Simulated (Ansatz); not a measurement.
A CCSD(T) single point on CH₄F₂Si (`FC[SiH2]F`).

```yaml
crystal:
  periodic: [false, false, false]
  atoms:
    - {symbol: F, position_ang: [-0.722585, 1.651526, -0.700917]}
    - {symbol: C, position_ang: [-0.227564, 0.871987, 0.336253]}
    - {symbol: Si, position_ang: [0.286248, -0.832236, -0.273438]}
    - {symbol: F, position_ang: [-1.008860, -1.674584, -0.683441]}
    - {symbol: H, position_ang: [-0.998126, 0.800210, 1.112206]}
    - {symbol: H, position_ang: [0.635336, 1.387643, 0.776193]}
    - {symbol: H, position_ang: [0.966978, -1.539066, 0.840635]}
    - {symbol: H, position_ang: [1.160671, -0.722581, -1.463290]}
basis:
  gaussian: {orbitals: def2-TZVPP}
correlation: {method: ccsd_t}
output: {orbitals: {seedname: orbitals}}
```

```sh
$ ansatz run in.yaml --threads 2 --pin off --events-out ev --progress --plain --max-ram 4352MiB
```

Output of Ansatz, abridged:

```
Functional definition: HF
1149 factors; integrals over basis functions are off by at most 9.1e-4 eV
mean field evaluation 1: about -14369.8217 eV, gradient 3.4e1 eV
mean field evaluation 2: about -14370.0022 eV, gradient 3.4e1 eV
mean field evaluation 4: about -14372.3921 eV, gradient 3.2e0 eV
mean field evaluation 8: about -14372.4336 eV, gradient 1.5e-1 eV
mean field -14372.43364620 eV, -528.1771945124 hartree, gradient 1.9e-6 eV, S^2 0.000000; 0 other end points of the search recorded, 0 dependent functions left out
8 core orbitals not correlated: weight in the atoms' cores, before any rotation towards them, 1.000 or more for the frozen orbitals, at most 0.000 for the correlated occupied ones
reference -14372.43364620 eV, -528.1771945124 hartree; 13, 13 occupied and 170, 170 virtual orbitals, 1149 factors
second order -21.55693518 eV of doubles, -0.00000000 eV of singles
cycle   1  -21.75906218 eV  change   -2.0e-1 eV  update   9.5e-2
cycle   2  -22.23155563 eV  change   -4.7e-1 eV  update   2.8e-2
cycle   3  -22.34734512 eV  change   -1.2e-1 eV  update   1.3e-2
cycle   4  -22.33513861 eV  change    1.2e-2 eV  update   2.5e-3
cycle   5  -22.33401771 eV  change    1.1e-3 eV  update   1.0e-3
cycle   6  -22.33473773 eV  change   -7.2e-4 eV  update   2.9e-4
cycle   7  -22.33464186 eV  change    9.6e-5 eV  update   1.1e-4
cycle   8  -22.33456744 eV  change    7.4e-5 eV  update   3.6e-5
cycle   9  -22.33457211 eV  change   -4.7e-6 eV  update   1.6e-5
perturbative correction -0.67612177 eV, -0.0248470168 hartree
Total energy: -14395.44434008 eV, -529.0228219154 hartree
```

It took 78 s on 2 threads of an Arm Neoverse V1 on a shared host, with 2.2 GiB of host memory at the peak.

MP2 recovers 93.7 % of the CCSD(T) correlation energy and the triples give 2.9 %; T1 = 0.0112.
